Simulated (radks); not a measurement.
Values are calculated unless marked as measured or tabulated.
Task: The gadolinium ion Gd2+, 62 electrons, occupied as [Xe] 4f7 5d1. Level of theory: Dirac Kohn-Sham, PBE, spin-unpolarised, spherical densities, point nucleus; open shells are shared between the two j in proportion to 2j + 1 (a radial shooting solver on a logarithmic mesh with Libxc functionals). Some entries of the table are withheld. Estimate them.

| orbital | occ. | eigenvalue (eV) | r(max) (bohr) | <r> (bohr) |
|---|---|---|---|---|
| 1s1/2 | 2 | -50065.96 | 0.01391 | 0.02190 |
| 2s1/2 | 2 | -8273.794 | 0.07916 | 0.09274 |
| 2p1/2 | 2 | -7856.370 | 0.05981 | 0.07746 |
| 2p3/2 | 4 | -7160.483 | 0.06564 | 0.08430 |
| 3s1/2 | 2 | -1844.919 | 0.2244 | 0.2440 |
| 3p1/2 | 2 | -1664.182 | 0.2117 | (1) |
| 3p3/2 | 4 | -1521.429 | 0.2240 | (2) |
| 3d3/2 | 4 | -1209.639 | 0.1780 | 0.2187 |
| 3d5/2 | 6 | -1178.541 | 0.1815 | 0.2228 |
| 4s1/2 | 2 | -382.6276 | 0.5160 | 0.5528 |
| 4p1/2 | 2 | -312.2765 | (3) | 0.5647 |
| 4p3/2 | 4 | -280.5070 | (4) | 0.5942 |
| 4d3/2 | 4 | (5) | 0.5542 | 0.6300 |
| 4d5/2 | 6 | (6) | 0.5627 | 0.6404 |
| 5s1/2 | 2 | -63.4238 | 1.197 | 1.332 |
| 5p1/2 | 2 | -44.0517 | 1.303 | 1.489 |
| 5p3/2 | 4 | -39.6720 | 1.379 | 1.581 |
| 4f5/2 | 3 | -22.8635 | (7) | 0.8549 |
| 4f7/2 | 4 | -22.1060 | (8) | 0.8670 |
| 5d3/2 | 0.4 | (9) | (10) | 2.341 |
| 5d5/2 | 0.6 | (11) | (12) | 2.390 |

Result: 
(1) 3p1/2 <r> (bohr): 0.2336
(2) 3p3/2 <r> (bohr): 0.2467
(3) 4p1/2 r(max) (bohr): 0.5203
(4) 4p3/2 r(max) (bohr): 0.5465
(5) 4d3/2 eigenvalue (eV): -164.6739
(6) 4d5/2 eigenvalue (eV): -158.9297
(7) 4f5/2 r(max) (bohr): 0.5644
(8) 4f7/2 r(max) (bohr): 0.5692
(9) 5d3/2 eigenvalue (eV): -15.3844
(10) 5d3/2 r(max) (bohr): 1.857
(11) 5d5/2 eigenvalue (eV): -15.0252
(12) 5d5/2 r(max) (bohr): 1.896
